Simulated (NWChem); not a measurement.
All runs are NWChem calculations. System: O$_{2}$Si (-1), charge -1, spin multiplicity 2, at a geometry optimised with UPBE/def2-SVP. The structure started from a generated list of species. Its SCF solution wasn't tested for a lower state. Level: UB3LYP/def2-SVPD, VWN1-RPA local correlation.

NWChem printed:

```
             Northwest Computational Chemistry Package (NWChem) 7.3.0
             --------------------------------------------------------

                                NWChem Input Module
                                -------------------

 Scaling coordinates for geometry "geometry" by  1.889725989
 (inverse scale =  0.529177249)

 Turning off AUTOSYM since
 SYMMETRY directive was detected!

                             Geometry "geometry" -> ""
                             -------------------------

 Output coordinates in angstroms (scale by  1.889725989 to convert to a.u.)

  No.       Tag          Charge          X              Y              Z
 ---- ---------------- ---------- -------------- -------------- --------------
    1 O                    8.0000    -1.47728000     0.00000000     0.27689000
    2 Si                  14.0000     0.00000000     0.00000000    -0.31644600
    3 O                    8.0000     1.47728000     0.00000000     0.27689000

 Effective nuclear repulsion energy (a.u.)      85.9207214438

            Nuclear Dipole moment (a.u.)
            ----------------------------
        X                 Y               Z
 ---------------- ---------------- ----------------
     0.0000000000     0.0000000000    -0.0000075589

      Symmetry information
      --------------------

 Group name             C2v
 Group number             16
 Group order               4
 No. of unique centers     2

      Symmetry unique atoms

     1    2


 Summary of "ao basis" -> "" (spherical)
 ------------------------------------------------------------------------------
       Tag                 Description            Shells   Functions and Types
 ---------------- ------------------------------  ------  ---------------------
 *                         def2-svpd                  on all atoms

                                 NWChem DFT Module
                                 -----------------

 Summary of "ao basis" -> "ao basis" (spherical)
 ------------------------------------------------------------------------------
       Tag                 Description            Shells   Functions and Types
 ---------------- ------------------------------  ------  ---------------------
 O                         def2-svpd                 9       23   4s3p2d
 Si                        def2-svpd                10       24   5s3p2d

 Summary of "ao basis" -> "ao basis" (spherical)
 ------------------------------------------------------------------------------
[...]
 Vector   17  Occ=0.000000D+00  E= 1.843211D-01  Symmetry=b2
              MO Center= -1.2D-15,  1.3D-13, -6.1D-01, r^2= 3.4D+00
   Bfn.  Coefficient  Atom+Function         Bfn.  Coefficient  Atom+Function
  ----- ------------  ---------------      ----- ------------  ---------------
    36      0.510836  2 Si py                44     -0.336778  2 Si d -1
    33      0.290534  2 Si py                 6     -0.260788  1 O  py
    53     -0.260788  3 O  py                 9     -0.255920  1 O  py
    56     -0.255920  3 O  py                12      0.157758  1 O  py
    30     -0.158215  2 Si py                59      0.157758  3 O  py

 Vector   18  Occ=0.000000D+00  E= 1.937084D-01  Symmetry=a1
              MO Center=  3.7D-14, -2.8D-15,  1.9D-03, r^2= 1.1D+01
   Bfn.  Coefficient  Atom+Function         Bfn.  Coefficient  Atom+Function
  ----- ------------  ---------------      ----- ------------  ---------------
    28      5.522046  2 Si s                  4     -3.892103  1 O  s
    51     -3.892103  3 O  s                 27      1.760253  2 Si s
    47      1.010692  2 Si d  2              13      0.970820  1 O  pz
    60      0.970820  3 O  pz                37      0.952512  2 Si pz
    11     -0.821713  1 O  px                58      0.821713  3 O  px

   alpha - beta orbital overlaps
   -----------------------------

   alpha      1      2      3      4      5      6      7      8      9     10
    beta      1      2      3      4      5      6      7      8      9     10
 overlap   1.000  1.000  1.000  1.000  1.000  1.000  1.000  1.000  1.000  0.989

   alpha     11     12     13     14     15     16     17     18     19     20
    beta     11     13     12     14     15     16     17     18     19     20
 overlap   0.988  0.988  1.000  1.000  0.988  0.978  0.997  0.978  0.995  0.997

   alpha     21     22     23     24     25     26     27     28     29     30
    beta     21     22     24     23     26     25     27     28     29     30
 overlap   0.987  0.998  0.994  0.987  0.999  1.000  0.998  1.000  1.000  0.996

   alpha     31     32     33     34     35     36     37     38     39     40
    beta     31     32     33     34     35     36     37     38     39     40
 overlap   0.988  0.987  0.996  0.992  0.997  0.997  0.999  1.000  0.995  1.000

   alpha     41     42     43     44     45     46     47     48     49     50
    beta     41     42     43     44     45     46     47     48     49     50
 overlap   1.000  1.000  0.994  0.994  1.000  0.997  0.997  0.999  1.000  1.000

   alpha     51     52     53     54     55     56     57     58     59     60
    beta     51     52     53     54     55     56     57     58     59     60
 overlap   1.000  0.999  0.999  1.000  1.000  1.000  1.000  1.000  1.000  1.000

   alpha     61     62     63     64     65     66     67     68     69     70
    beta     63     62     64     61     65     66     67     68     69     70
 overlap   0.852  0.991  0.943  0.852  0.995  0.943  0.991  0.995  1.000  1.000

     --------------------------
     Expectation value of S2:
     --------------------------
      <S2> =      0.7541 (Exact =     0.7500)

 center of mass
 --------------
 x =   0.00000000 y =   0.00000000 z =   0.00014098

 moments of inertia (a.u.)
 ------------------
          18.762919313358           0.000000000000           0.000000000000
           0.000000000000         268.070281921562           0.000000000000
           0.000000000000           0.000000000000         249.307362608203

     Multipole analysis of the density
     ---------------------------------

     L   x y z        total         alpha         beta         nuclear
     -   - - -        -----         -----         ----         -------
     0   0 0 0     -1.000000    -16.000000    -15.000000     30.000000

     1   1 0 0     -0.000000     -0.000000     -0.000000      0.000000
     1   0 1 0     -0.000000     -0.000000     -0.000000      0.000000
     1   0 0 1     -0.464266      0.369479     -0.833737     -0.000008

     2   2 0 0    -31.840353    -80.259898    -76.273805    124.693349
     2   1 1 0     -0.000000     -0.000000     -0.000000      0.000000
     2   1 0 1      0.000000     -0.000000      0.000000      0.000000
     2   0 2 0    -19.185485    -10.673369     -8.512116      0.000000
     2   0 1 1     -0.000000     -0.000000     -0.000000      0.000000
     2   0 0 2    -21.239505    -17.996509    -12.629975      9.386979

 Task  times  cpu:        1.2s     wall:        1.2s

 Total times  cpu:        1.2s     wall:        1.2s
```

Task: Write an NWChem input that would produce this output.

Result: This is not unique; one that fits is 
```
start mol
memory heap 200 mb stack 900 mb global 1100 mb
charge -1
geometry units angstroms nocenter noautoz
  O     -1.477280     0.000000     0.276890
  Si     0.000000     0.000000    -0.316446
  O      1.477280     0.000000     0.276890
  symmetry group C2v
end
basis spherical
  * library def2-svpd
end
dft
  xc b3lyp
  odft
  mult 2
  semidirect memsize 60000000 filesize 0
  iterations 100
end
task dft energy
```
